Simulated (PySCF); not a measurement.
Compound: [Y(H2O)6]3+ (charge +3 and singlet state).
Bonds: Y1–O2, Y1–O5, Y1–O8, Y1–O11, Y1–O14, Y1–O17. Hydrogens: H3, H4 on O2; H6, H7 on O5; H9, H10 on O8; H12, H13 on O11; H15, H16 on O14; H18, H19 on O17.
The ion is multiply charged and has no counter-ions or solvent.

Computed by this run: PBE0-D3(BJ)/def2-SVP geometry optimisation, gas phase, def2 core potentials past Kr in PySCF 2.14.0; density fitting, grid level 1; the optimiser is geomeTRIC in internal coordinates, started from a GFN2-xTB structure with every atom displaced at random (about 0.03 Å).

Step 0: E = -13475.0600 eV
```
atom  x, y, z in Å  |  force x, y, z in eV/Å
Y1      0.0617   -0.0768    0.0125   -1.453   2.986  -1.078
O2      0.1442    0.1494    2.1214    0.420  -0.060   2.443
H3      0.0829    0.9664    2.6506   -0.074   0.086   0.157
H4      0.3768   -0.5466    2.7745   -0.171   0.221   0.013
O5     -0.1672   -0.1841   -2.1591   -0.128   1.507  -0.834
H6     -0.2710    0.5678   -2.7930    0.032  -0.628   0.182
H7     -0.1304   -0.9817   -2.6735   -0.027  -0.996  -1.056
O8      2.1742    0.1801   -0.1781    0.074   0.354   4.169
H9      2.7801    0.2895    0.6114   -0.253  -0.053  -1.223
H10     2.6680    0.1405   -0.9432    2.580  -0.053  -3.116
O11    -2.1539   -0.1675    0.1899   -2.108  -0.311  -3.270
H12    -2.6579   -0.1505    0.9943   -0.950   0.030   1.094
H13    -2.8694   -0.2373   -0.5827    1.883   0.203   2.291
O14    -0.2148    2.1356   -0.1387    4.229   1.024  -0.285
H15    -0.9900    2.6415   -0.1546   -2.415   1.671  -0.036
H16     0.5498    2.8284   -0.2421   -1.897  -1.491   0.238
O17     0.1689   -2.0945    0.1530   -0.089  -6.021   0.590
H18    -0.5809   -2.7664    0.2928    0.981   0.992  -0.230
H19     0.9661   -2.7003    0.1491   -0.636   0.539  -0.050
```

Task: Estimate the geometry and energy of step 1. (The exact step hangs on the optimiser's Hessian estimate; all steps are aligned on step 0, rigid shifts and turns removed.)

Result: E = -13476.4603 eV, largest force 2.310 eV/Å
```
atom  x, y, z in Å  |  force x, y, z in eV/Å
Y1      0.0545   -0.0632    0.0123   -0.602   1.006  -0.347
O2      0.1327    0.1714    2.2192    0.257   0.003   1.019
H3      0.0690    0.9910    2.7486   -0.055  -0.009  -0.001
H4      0.3574   -0.5168    2.8789   -0.110   0.078  -0.005
O5     -0.1689   -0.1709   -2.2279    0.028   0.311  -0.387
H6     -0.2683    0.5605   -2.8719   -0.010  -0.181   0.025
H7     -0.1319   -0.9803   -2.7601   -0.043  -0.207  -0.340
O8      2.2588    0.2002   -0.1784    0.366   0.024   0.891
H9      2.9068    0.3113    0.5524   -0.041   0.010  -0.363
H10     2.7727    0.1583   -0.9891    0.616   0.033  -0.599
O11    -2.2097   -0.1555    0.1849   -0.997  -0.120  -1.053
H12    -2.7494   -0.1404    0.9899   -0.213   0.007   0.299
H13    -2.8828   -0.2205   -0.5521    0.705   0.064   0.792
O14    -0.2203    2.1995   -0.1382    1.195   0.615  -0.122
H15    -1.0274    2.7255   -0.1563   -0.543   0.339   0.009
H16     0.5072    2.8702   -0.2331   -0.639  -0.499   0.083
O17     0.1653   -2.2331    0.1588   -0.043  -2.296   0.248
H18    -0.5773   -2.8786    0.2904    0.342   0.486  -0.104
H19     0.9486   -2.8351    0.1563   -0.215   0.335  -0.045
```

The energy changes by -1.4003 eV. The first-order estimate −F·Δx gives -2.1585 eV and the mean of the old and new forces, exact on a quadratic surface, -1.4422 eV. The step makes an angle of 66° with the force vector and moves no atom by more than 0.141 Å.

The cost below is that of the whole optimisation. On one thread, Arm Neoverse V1 (aarch64), shared host with 32 logical CPUs at a one-minute load of 17, this took 3.3 min of wall time and 0.73 GiB of memory at its peak.
